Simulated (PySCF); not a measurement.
## Cu₃: calculation against measurement

Isolated Cu₃, optimised in PySCF with density fitting and no spin–orbit coupling; def2 sets carry scalar-relativistic core potentials from Rb on. It is a doublet of C2v symmetry: PBE0/def2-TZVP Cu–Cu 2.339 Å (×2), Cu–Cu 2.629 Å, Cu–Cu–Cu 55.8° (×2), Cu–Cu–Cu 68.4°.

Measured fundamentals (Jacox, Vibrational and Electronic Energy Levels of Polyatomic Transient Molecules, as compiled in the NIST Chemistry WebBook) beside computed harmonic wavenumbers, in cm⁻¹:

| mode as compiled | computed symmetry | measured | medium | PBE0/def2-TZVP |
| --- | --- | --- | --- | --- |
| a1' sym. stretch | a1 | 269.5 | gas | 240 |

Q: How close does the calculation come?

A: Mean absolute differences: PBE0/def2-TZVP 10.8 %. The mean ratio of measured to computed values at PBE0/def2-TZVP is 1.121. Harmonic values should lie a little above fundamentals, yet here they lie below on average.

 With open d or f shells other occupations or spin states may lie lower.
